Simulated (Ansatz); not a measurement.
**Relaxing a trial structure of BSSb**

The starting geometry of this gas-phase triplet was optimised with GFN2-xTB as a singlet.

```xyz
3

B    -2.1749   -0.3354    0.5009
S    -1.2267    0.0547   -0.7923
Sb    0.5230   -1.6486   -1.4607
```

Q: Predict what it relaxes into with BLYP-D3(BJ)/def2-SVP.

A: A new bond forms, giving a structure given below by its coordinates. Contacts that close: B1–Sb3 (3.58 → 2.27 Å).

The energy falls by 1.20 eV over 12 steps:

```
step  E − E(last) (eV)
   1             1.203
   2             1.056
   3             0.960
   5             0.698
   6             0.283
   7             0.135
   8             0.011
  10             0.002
  11             0.000
  12             0.000
```

Final geometry (Å):

```xyz
3

B    -1.6055   -0.7645    0.1946
S    -1.3744    0.5187   -0.9628
Sb    0.1013   -1.6835   -0.9839
```

Frequencies at the end are all real (lowest 211 cm⁻¹). Open shells are spin-unrestricted. The triplet needn't be the ground state. Atoms past krypton carry core potentials, without spin–orbit terms. Run with Ansatz 0.2.0, 67 s on 1 thread of Arm Neoverse N1, with other jobs on the host.
